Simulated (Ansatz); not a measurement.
`[CH3][Nb]([OH])([F])=[S]` + H–F → `[CH3][Nb]([F])([F])=[S]` + H₂O at 600 K and 1 bar (ligand exchange at the Nb–O bond).

Computed with Ansatz on PBE0-D4/def2-TZVP structures; ΔE is electronic, products minus reactants. CCSD(T)/CBS is the MP2 limit (def2-TZVPP, def2-QZVPP) plus CCSD(T) − MP2 in def2-TZVPP, frozen cores. This one scheme is used for every species. def2 core potentials past Kr. For Nb outer-core shells are correlated without core-valence functions, which leaves a few kJ/mol of doubt a bond. One conformer a species, not always the lowest.

```json
{"species": "`[CH3][Nb]([OH])([F])=[S]`", "CCSD(T)/CBS energy (Eh)": "-670.28419", "H − E (kJ/mol)": "201.7", "S (J/(mol·K))": "464.2"}
{"species": "H–F", "CCSD(T)/CBS energy (Eh)": "-100.39570", "H − E (kJ/mol)": "42.3", "S (J/(mol·K))": "194.0"}
{"species": "`[CH3][Nb]([F])([F])=[S]`", "CCSD(T)/CBS energy (Eh)": "-694.30863", "H − E (kJ/mol)": "167.1", "S (J/(mol·K))": "449.1"}
{"species": "H₂O", "CCSD(T)/CBS energy (Eh)": "-76.37941", "H − E (kJ/mol)": "76.8", "S (J/(mol·K))": "212.8"}
```

H − E and S are ideal-gas, rigid-rotor, harmonic terms from PBE0-D4/def2-TZVP, for one conformer and one mirror image of each species. 1 Eh = 2625.50 kJ/mol, R = 8.31446 J/(mol·K).

**Question.** By hand: ΔE, ΔH, ΔS and ΔG.

**Answer.** ΔE = (-694.30863) + (-76.37941) − (-670.28419) − (-100.39570) = -0.00815 Eh = -21.4 kJ/mol. Δ(H − E) = 167.1 + 76.8 − 201.7 − 42.3 = -0.1, so ΔH = -21.5 kJ/mol. ΔS = 449.1 + 212.8 − 464.2 − 194.0 = 3.7 J/(mol·K). ΔG = -21.5 − 600 × (3.7)/1000 = -23.7 kJ/mol.

**Question.** By hand: the equilibrium constant, and the temperature at which ΔG would vanish if ΔH and ΔS stayed fixed.

**Answer.** log₁₀ K = −ΔG/(RT ln 10) = 2.1. ΔH and −TΔS have one sign here, so there is no such temperature. One of them is within its doubt of zero, so this could turn.

The number of gas molecules stays the same, so ΔS is small and ΔH decides. A doubt of 5 kJ/mol in ΔE shifts log₁₀ K by 0.4 here. Other conformers and mirror images would add mixing entropy, several J/(mol·K) or more a flexible species. These are equilibria of isolated gas molecules and say nothing of rates. Largest T1 diagnostic: 0.023 (customary marks: 0.02 for closed shells, 0.045 for open ones).
